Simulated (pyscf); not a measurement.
This saddle point was located with ωB97X-D3(BJ)/def2-SVP in PySCF.

```xyz
6

As    -0.0017     0.4466     1.4126
Si     1.2354    -0.0035    -0.5295
H      0.2448    -1.0079     0.3640
H      0.4839    -0.1399    -1.8045
H      2.4943    -0.7906    -0.4656
H      1.1657    -0.0895     2.2295
```
Charge 0, spin multiplicity 2.

Surface: doublet, charge 0. Lowest wavenumbers (cm⁻¹): 1233i, 357, 396, 443, 650.

Task: What reaction is this the transition state of?

Result: H₃Si–AsH• ⇌ •H₂Si–AsH₂, a hydrogen shift read from left to right: H–Si broken and As–H formed. At CCSD(T)/def2-TZVPP + ΔMP2(QZVPP) it lies +36.8 kcal/mol from the left side and +22.3 kcal/mol from the right (each side as separated species at their lowest minima found). On the product side the descent ends in a point that may be a rotor saddle (no frequency run), 1.5 kcal/mol over the lowest minimum found and 22.9 kcal/mol under the saddle at ωB97X-D3(BJ)/def2-TZVP. At ωB97X-D3(BJ)/def2-TZVP the barrier from the zero used here is 38.9 kcal/mol. This is the saddle that the search found; another between the same sides may lie lower. The CCSD(T) − MP2 part came from Ansatz, without density fitting, on the same reference. The frozen core leaves the outer d or s,p core shells of the metals and heavy elements correlated in the MP2 and CC values, and def2-TZVPP describes them poorly, which can shift differences by a few kcal/mol. Elements up to Kr have no core potential and no relativistic terms here.
